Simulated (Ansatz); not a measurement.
This geometry of CH5AlF2S (10 atoms, charge 0, multiplicity 1) is a first-order saddle point.

Level of theory: Ansatz 0.2.0, UKS PBE-D4/6-31G*.

```xyz
10
Properties=species:S:1:pos:R:3
Al -1.007 0.308 -0.092
C 0.569 -0.987 -0.430
F -1.785 0.705 -1.513
F -1.899 -0.129 1.251
H 0.841 0.509 0.059
S 0.549 2.019 0.519
H 1.197 -1.394 0.379
H -0.165 -1.796 -0.653
H 1.171 -0.873 -1.346
H 0.528 1.636 1.826
```

Which two structures does it join? (They come from a converged band through this point; their orientation in space is the band's.)

Bonds broken: Al1–C2, H5–S6. Bonds formed: C2–H5. CH5AlF2S becomes AlF2HS + CH4.

First end point:

```xyz
10
Properties=species:S:1:pos:R:3
Al -1.047 -0.010 -0.165
C 0.380 -1.327 -0.426
F -1.679 0.803 -1.494
F -2.076 -0.154 1.157
H 1.248 2.070 -0.113
S 0.214 2.031 0.768
H 0.900 -1.566 0.519
H -0.032 -2.275 -0.814
H 1.135 -0.982 -1.154
H 0.956 1.410 1.723
```

Last end point:

```xyz
10
Properties=species:S:1:pos:R:3
Al -1.070 0.770 0.067
C 0.864 -1.118 -0.551
F -1.461 0.799 -1.548
F -1.838 -0.319 1.073
H 1.263 -0.113 -0.313
S 0.061 2.435 0.931
H 1.673 -1.837 -0.353
H 0.018 -1.400 0.103
H 0.562 -1.165 -1.606
H -0.071 1.948 2.196
```

How far does it lie above each of them?

14.9 kcal/mol above the first and 32.7 kcal/mol above the second. This is the barrier of this one path; another mechanism may lie lower. The orbitals stay closed-shell, which can raise the energy where a bond breaks towards radicals; this wasn't checked here.

Time of the run: 7.3 min on 2 threads of Arm Neoverse V1, on a shared host, peak memory 0.17 GiB.
